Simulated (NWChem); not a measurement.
Molecule: arsine (AsH3); SMILES [AsH3]

All runs: NWChem. Coordinates come from a PBE0/def2-SVP optimisation. Ions are spin-unrestricted doublets at the neutral geometry; other ion states weren't tried. Functional: LC-ωPBE (HJS hole) with def2-SVP; rows give the range parameter ω in 1/bohr.

### Question
At which range parameter does −ε(HOMO) equal the ΔSCF ionisation energy (optimal tuning)?

### Answer
about 0.43 per bohr, by linear interpolation in these runs:
```csv
range parameter (1/bohr),"vertical ionisation energy, ΔSCF (eV)",−ε(HOMO) (eV),ΔSCF minus −ε(HOMO) (eV)
0.05,10.37,7.36,3.01
0.25,10.39,9.61,0.78
0.50,10.45,10.76,-0.31
0.60,10.46,10.96,-0.50
0.80,10.46,11.16,-0.70
```
